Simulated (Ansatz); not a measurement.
Stepwise reaction of `[NH2][Ga]([Br])[Br]` with hydrogen chloride, as a gas-phase model of exchange steps in deposition or etching. ΔE in kJ/mol; ΔG adds harmonic PBE0-D4 terms to CCSD(T)/CBS, at 1 bar.

Isolated molecules relaxed with PBE0-D4/def2-TZVP in Ansatz; ΔE leaves out vibrations. CCSD(T)/CBS adds triple-zeta CCSD(T) − MP2 to the extrapolated MP2 energy (def2 sets, frozen cores). This one scheme is used for every species. Functionals use def2-TZVPP. B3LYP here is the variant with VWN-RPA as its local correlation; programs differ in this. For Br, Ga outer-core shells are correlated without core-valence functions, which leaves a few kJ/mol of doubt a bond. Scalar relativity is left out up to krypton. Each species was taken in one conformer, which may not be the lowest.

```csv
step,reaction,PBE-D4,B3LYP-D4,ωB97M-V,CCSD(T)/CBS,ΔG(400 K)
1,`[NH2][Ga]([Br])[Br]` + HCl → `[NH2][Ga]([Cl])[Br]` + HBr,11.5,11.1,10.5,12.4,9.1
2,`[NH2][Ga]([Cl])[Br]` + HCl → `[NH2][Ga]([Cl])[Cl]` + HBr,11.3,10.9,10.4,12.3,12.9
```

(1) By hand: ΔE of the 2 steps together at CCSD(T)/CBS.

## Answers

(1) (12.4) + (12.3) = 24.7 kJ/mol, or 12.4 kJ/mol a step.

In ΔE the steps differ by no more than 0.1 kJ/mol. All are uphill at CCSD(T)/CBS. ΔG lies between 9.1 and 12.9 kJ/mol a step. PBE-D4 differs from CCSD(T)/CBS by -1.0 to -0.9 kJ/mol a step. Isolated molecules leave out the surface, adducts and barriers. Largest T1 diagnostic: 0.011.
